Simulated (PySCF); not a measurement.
# Dipole moment and polarisability of `CC(=O)O[Si@@H](F)C1CCC1`

Compound: C6H11FO2Si.
Atom-mapped SMILES: `[CH3:1][C:2](=[O:3])[O:4][Si@@H:5]([F:6])[CH:7]1[CH2:8][CH2:9][CH2:10]1` (hydrogens: H11, H12, H13 on C1; H14 on Si5; H15 on C7; H16, H17 on C8; H18, H19 on C9; H20, H21 on C10)

Geometry (PBE0-D3(BJ)/def2-SVP, Å), atoms numbered from 1 in this order:
```xyz
21
C6H11FO2Si angstrom
C      3.1288    1.5214    0.1531
C      1.9452    0.8100   -0.4211
O      1.3926    1.0941   -1.4586
O      1.5208   -0.2100    0.3289
Si     0.1592   -1.0494   -0.2924
F     -0.0459   -2.1967    0.8397
C     -1.3563    0.0139   -0.2667
C     -2.7416   -0.6637   -0.0866
C     -3.1271    0.4668    0.8840
C     -1.6329    0.7983    1.0458
H      3.9628    0.8137    0.2682
H      3.4210    2.3507   -0.5000
H      2.8821    1.8936    1.1582
H      0.5232   -1.7432   -1.5495
H     -1.3521    0.6948   -1.1316
H     -2.6561   -1.6313    0.4323
H     -3.3548   -0.8041   -0.9889
H     -3.6620    1.2766    0.3642
H     -3.6946    0.1975    1.7876
H     -1.1986    0.2984    1.9264
H     -1.3340    1.8568    1.0673
```

Level: PBE0/def2-SVPD (PySCF), static field, nuclei fixed, core orbitals frozen in the response. The polarisability tensor in these axes (au):

```
x   112.11   6.13  -2.52
y     6.13  93.03   2.34
z    -2.52   2.34  89.19
```

Task: What are the eigenvalues, a third of the trace, and Δα (Δα² = ½Σ(αi − αj)² over the three pairs)?

Result: Principal values 87.01, 93.28 and 114.03 au; mean 98.11 au = 14.54 Å³ = 16.18 × 10⁻⁴⁰ C²·m²/J; Δα = 24.50 au (25 % of the mean).

Task: What is the dipole moment, and where does it point?

Result: (0.11, 1.33, 0.62) D, 1.47 D in size, pointing from the negative to the positive side. Measured along this direction, the outermost atoms are H14 at the negative end and H13 at the positive end.

Task: What are the principal values of the traceless quadrupole moment, Θ = ½Σq(3rr − r²1), about the centre of nuclear charge?

Result: -14.02, 0.24, 13.78 D·Å. The values depend on the origin, since the dipole doesn't vanish. The electronic extent ⟨r²⟩ about the same centre is 1939 bohr², a root-mean-square distance of 2.51 Å for the 86 electrons.

Task: In a dilute gas of rigid molecules at 250 K, how does the orientational term μ²/3kT compare with the electronic polarisability?

Result: In Gaussian units μ²/3kT = 20.88 Å³ against 14.54 Å³, a ratio of 1.44; the Debye molar polarisation (4π/3)N_A(α + μ²/3kT) is 89.3 cm³/mol, leaving out the vibrational part.

Task: In TDDFT the mean static polarisability is Σ f/ω² over all singlet excitations (ω in hartree). How much of it do the 10 lowest give? Their energies (eV) and oscillator strengths: 5.84, 0.0004; 6.94, 0.0226; 7.40, 0.0057; 7.59, 0.0289; 7.65, 0.0148; 7.86, 0.0009; 7.98, 0.0091; 8.00, 0.0018; 8.04, 0.0238; 8.16, 0.0203.

Result: They add up to 1.62 au, 1.7 % of the 98.11 au; the largest single term is 0.37 au, from the state at 7.59 eV. Terms in order: 0.01, 0.35, 0.08, 0.37, 0.19, 0.01, 0.11, 0.02, 0.27, 0.23 au. Higher excitations give the rest. The strengths listed sum to 0.128.

Task: Refractivity n − 1 of an ideal gas of it at 400 K and 1 atm, from the electronic α?

Result: N = p/kT = 1.8347 × 10¹⁹ cm⁻³, so n − 1 = 2π × N × 14.54 × 10⁻²⁴ cm³ = 1676 × 10⁻⁶ at long wavelengths, for an ideal gas.

The structure is a single PBE0-D3(BJ)/def2-SVP conformer in the gas phase; no vibrational or solvent corrections.

These values come from a run that also computed excited states and ΔSCF ions. Hardware: one thread of an x86-64 server, no GPU (shared host). Cost: 7.8 min.
